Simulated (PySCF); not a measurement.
F4Te, SMILES F[Te+](F)(F)F, charge +1, multiplicity 2.

The structure is a stationary point at PBE-D3(BJ)/def2-SVP. The def2 effective core potentials stand for the cores of Te; spin–orbit coupling is left out.

Calculation: PySCF with PBE-D3(BJ)/def2-SVP.

Frequencies are harmonic and unscaled.

Computed normal modes with their intensities:
```tsv
mode	ν (cm⁻¹)	IR (km/mol)	moving atoms (share of kinetic energy)
1	104	9.2	F 81 %, Te 19 %
2	109	3.0	F 92 %
3	183	0.0	F 100 %
4	194	13.3	F 84 %, Te 16 %
5	211	11.8	F 89 %, Te 11 %
6	543	15.4	F 76 %, Te 24 %
7	553	1.8	F 99 %
8	675	21.0	F 87 %, Te 13 %
9	684	37.9	F 84 %, Te 16 %
```
